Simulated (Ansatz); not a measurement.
input.yaml

```yaml
crystal:
  periodic: [false, false, false]
  atoms:
    - { symbol: Ta, position_ang: [-0.001015, 0.084957, 0.218727] }
    - { symbol: "N", position_ang: [2.11537, 0.293881, 0.021216] }
    - { symbol: H, position_ang: [2.710777, 0.665817, 0.768701] }
    - { symbol: H, position_ang: [2.672391, 0.125898, -0.824391] }
    - { symbol: "N", position_ang: [0.356949, 0.379575, 2.190875] }
    - { symbol: H, position_ang: [0.892515, -0.136482, 2.896531] }
    - { symbol: H, position_ang: [0.036547, 1.267312, 2.604801] }
    - { symbol: "N", position_ang: [0.292736, -0.503109, -1.698322] }
    - { symbol: H, position_ang: [-0.435895, -1.090565, -2.126214] }
    - { symbol: H, position_ang: [1.117391, -0.522566, -2.306772] }
    - { symbol: F, position_ang: [-0.87769, 1.778283, 0.184363] }
    - { symbol: F, position_ang: [-1.592705, -0.977705, 0.145806] }
    - { symbol: Si, position_ang: [0.959395, -2.57427, 1.03337] }
    - { symbol: H, position_ang: [0.566315, -3.533992, -0.05932] }
    - { symbol: H, position_ang: [2.336467, -3.015634, 1.497908] }
    - { symbol: H, position_ang: [0.055637, -2.793326, 2.220003] }
    - { symbol: H, position_ang: [1.738614, -0.978774, 0.488021] }
basis:
  gaussian: { orbitals: def2-SVP }
hamiltonian:
  xc: pbe
phonons: {}
```

Launched with:

```bash
$ ansatz run input.yaml --threads 4 --pin off --max-ram 5120MiB --backend cpu --events-out ev --progress --plain --runs-dir out
```

Hardware: 4 threads of Arm Neoverse V2, on a shared host.

Question: Roughly how long does this run take, and how much memory?

Answer: 3.1 min, with a peak of 0.26 GiB, for 0 ionic steps.
